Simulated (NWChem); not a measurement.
System: toluene (C7H8); SMILES Cc1ccccc1

Problem. Give the equilibrium geometry at PBE0/def2-SVP (NWChem) as a Z-matrix, with the point group.

Solution. point group Cs; any orientation.
```
C
C 1 1.4005
C 2 1.3938 1 121.09
H 3 1.0931 2 119.74 1 -179.87
C 3 1.3941 4 120.07 2 -179.79
H 5 1.0927 3 120.31 4 -0.02
H 2 1.0941 3 119.59 4 0.01
C 5 1.3941 6 120.31 3 -179.75
H 8 1.0931 5 120.07 6 0.02
C 8 1.3938 9 119.74 5 -179.78
H 10 1.0941 8 119.59 9 -0.01
C 1 1.5023 2 120.98 7 1.49
H 12 1.0999 1 111.57 2 -29.72
H 12 1.0999 13 108.10 1 123.04
H 12 1.1032 13 107.17 14 115.24
```
